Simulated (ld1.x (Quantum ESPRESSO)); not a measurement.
Scattering properties, RRKJ potential for copper (Cu)

```
Element                 : Cu
Generator               : ld1.x (Quantum ESPRESSO) 7.5
Type                    : norm-conserving RRKJ (Kleinman–Bylander form)
Functional              : LDA (PZ)
Relativity              : fully relativistic
Frozen core             : [Ar]
Valence charge          : 11
Reference configuration : 3d10 4s0 4p0 (charge +1)
Partial waves           : 4p (bound, empty): rc 2.20 bohr; 3d (bound): rc 1.05 bohr; 4s (bound, empty): rc 2.15 bohr
Local potential         : the s channel
Core correction         : a·sin(br)/r model core inside 0.75 bohr
```

Open shells are filled in proportion to 2j + 1 (rel_dist='average').

The phase is arctan(r·u′/u) with u = r·R(r), unwrapped; energies in Ry, scanned from -3 to 5 Ry. A pole is an energy at which the radial function vanishes at the test radius. The pseudo phase is shifted by a multiple of π to meet the all-electron one at the reference energy, and phase errors are pseudo minus all-electron; the curves can meet again beyond the range given. Levels narrower than the energy grid can be missing from the lists of poles.

```json
{"channel": "s", "radius (bohr)": "2.40", "reference energy (Ry)": "-0.89", "poles, all-electron": "1.15", "poles, pseudo": "1.06", "unbroken range about the reference energy with phases within 0.05 rad": "below 2.7", "phase error 1 Ry above the reference energy (rad)": "-0.005"}
{"channel": "p1/2", "radius (bohr)": "2.40", "reference energy (Ry)": "-0.49", "poles, all-electron": "2.26", "poles, pseudo": "2.27", "unbroken range about the reference energy with phases within 0.05 rad": "the whole range", "phase error 1 Ry above the reference energy (rad)": "-0.001"}
{"channel": "p3/2", "radius (bohr)": "2.40", "reference energy (Ry)": "-0.49", "poles, all-electron": "2.33", "poles, pseudo": "2.30", "unbroken range about the reference energy with phases within 0.05 rad": "the whole range", "phase error 1 Ry above the reference energy (rad)": "-0.003"}
{"channel": "d3/2", "radius (bohr)": "2.40", "reference energy (Ry)": "-1.04", "poles, all-electron": "-0.91, 4.37", "poles, pseudo": "-0.90", "unbroken range about the reference energy with phases within 0.05 rad": "below 0.2", "phase error 1 Ry above the reference energy (rad)": "+0.033"}
{"channel": "d5/2", "radius (bohr)": "2.40", "reference energy (Ry)": "-1.02", "poles, all-electron": "-0.88, 4.38", "poles, pseudo": "-0.88", "unbroken range about the reference energy with phases within 0.05 rad": "below 0.2", "phase error 1 Ry above the reference energy (rad)": "+0.034"}
```

Phases in the p3/2 channel:

| E (Ry) | all-electron | pseudo |
| --- | --- | --- |
| -3.00 | 1.283 | 1.281 |
| -2.52 | 1.245 | 1.243 |
| -2.04 | 1.189 | 1.188 |
| -1.56 | 1.100 | 1.098 |
| -1.08 | 0.932 | 0.931 |
| -0.60 | 0.544 | 0.544 |
| -0.12 | -0.323 | -0.324 |
| 0.36 | -1.014 | -1.017 |
| 0.84 | -1.295 | -1.298 |
| 1.32 | -1.429 | -1.432 |
| 1.80 | -1.509 | -1.512 |
| 2.28 | -1.565 | -1.569 |
| 2.76 | -1.610 | -1.615 |
| 3.24 | -1.651 | -1.656 |
| 3.72 | -1.692 | -1.699 |
| 4.20 | -1.739 | -1.748 |
| 4.68 | -1.799 | -1.813 |
